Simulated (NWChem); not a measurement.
System: C$_{2}$H$_{2}$F$_{3}$ cation

```xyz
7

F      0.1237    -1.8009     0.0000
C     -0.7166    -0.7769     0.0000
C      0.0117     0.5041     0.0000
F      1.2467     0.5614     0.0000
F     -0.5914     1.5902     0.0000
H     -1.3903    -0.7598    -0.8889
H     -1.3903    -0.7598     0.8889
```
Atoms are numbered in this order, from 1.

Computed with NWChem. Geometry: optimised at PBE0/def2-SVP. Hybrids' shares of exact exchange are those that their runs print; pure functionals count as 0. The functionals differ in more than this share.

```csv
row,share of exact exchange,highest occupied level (eV)
PBE/def2-SVP,0.00,-14.88
KT2/def2-SVP,0.00,-15.12
TPSSh/def2-SVP,0.10,-15.83
B3LYP/def2-SVP,0.20,withheld
BHandHLYP/def2-SVP,0.50,-18.74
```

Fit a straight line of the last column on the one before it, predict the withheld value, and compare with the run.


1. Means of the 4 shown rows: x = 0.150, y = -16.142. Slope Σ(x − x̄)(y − ȳ)/Σ(x − x̄)² = -1.267/0.1700 = -7.456; intercept -15.024.
2. The shown rows scatter about the line by 0.092 (root mean square); the largest residual is +0.14, at PBE/def2-SVP.
3. At x = 0.20 (B3LYP/def2-SVP; inside the shown range) the line gives -16.52.
4. The run gives -16.53, -0.01 from the line, 0.1 times the scatter.
